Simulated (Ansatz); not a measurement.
C2H7GeIn. Total charge 0; spin multiplicity 1. In takes the def2 core potential. The bonds changed during the relaxation, so this is another structure than the one it started from. Geometry: relaxed with PBE0-D4/def2-TZVP. It is one conformer, not always the lowest.

```xyz
11

C    -1.932    0.436   -0.468
C    -1.355    0.500    0.734
In   -0.121    2.321    1.158
Ge    1.859   -0.767   -0.172
H    -1.787    1.211   -1.225
H    -2.583   -0.379   -0.787
H    -1.567   -0.326    1.417
H     1.919    0.640    0.468
H     1.068   -1.707    0.742
H     3.303   -1.273   -0.320
H     1.196   -0.656   -1.547
```

Q: What is the dipole moment at r2SCAN/def2-TZVPP? (An estimate is asked.)

A: Ansatz gave: 0.43 D, with components (0.28, -0.29, 0.14) D in this frame, pointing from negative to positive charge.

Q: And with PBE, B3LYP, ωB97M-V? (Best estimate.)

A: The calculation gave: PBE 0.39 D, B3LYP 0.43 D, ωB97M-V 0.45 D.

Q: Give the Mulliken charges with r2SCAN, PBE, ωB97M-V in def2-TZVPP. (Best estimate.)

A: Computed: 
```csv
atom,r2SCAN,PBE,ωB97M-V
C1,-0.15,-0.20,-0.20
C2,-0.40,-0.33,-0.45
In3,0.37,0.31,0.37
Ge4,0.04,0.01,-0.05
H5,0.04,0.06,0.07
H6,0.07,0.08,0.10
H7,0.06,0.07,0.10
H8,-0.03,-0.01,-0.01
H9,0.00,0.01,0.03
H10,-0.01,0.00,0.02
H11,0.00,0.01,0.03
```

B3LYP here is the variant with VWN-RPA as its local correlation; programs differ in this.
